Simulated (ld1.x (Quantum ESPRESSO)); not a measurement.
## Transferability test, TM potential for gallium

Ga, norm-conserving Troullier–Martins (Kleinman–Bylander form), made with ld1.x (Quantum ESPRESSO) 7.5 (PBE, fully relativistic). Core [Ar] 3d10, reference 4s2 4p1. Waves: 4s (bound): rc 1.90 bohr; 4p (bound): rc 2.50 bohr. Local part: all-electron potential smoothed inside 1.80 bohr (lloc = -1). Core correction: none.

Open shells are filled in proportion to 2j + 1 (rel_dist='average').

Energies are relative to the spin-unpolarised reference configuration 4s2 4p1; without spin polarisation the order of configurations can differ from experiment. The frozen-core shift is the all-electron ΔE with the core orbitals held at their reference shape minus the fully relaxed ΔE.

```tsv
valence configuration	charge	ΔE all-electron (eV)	error AE − PS (meV)	frozen-core shift (meV)
4s2 4p0	+1	5.690	+11	+12
4s2 4p0.5	+0.5	2.031	+1.9	+1.8
4s1 4p2	0	6.536	+18	+19
4s2 4p1.3	-0.3	-0.534	+0.4	+0.2
4s0 4p3	0	13.367	+88	+73
4s1 4p1	+1	13.060	+9.2	+55
```

Question: What are ΔE and the potential's error for 4s1 4p0?

Answer: ΔE = 26.818 eV all-electron; the error (AE − PS) is +65 meV.

Levels in the configuration 4s0 4p3:

```csv
level,all-electron (eV),pseudo (eV)
4p j=1/2,-4.119,-4.120
4p j=3/2,-3.970,-3.975
```
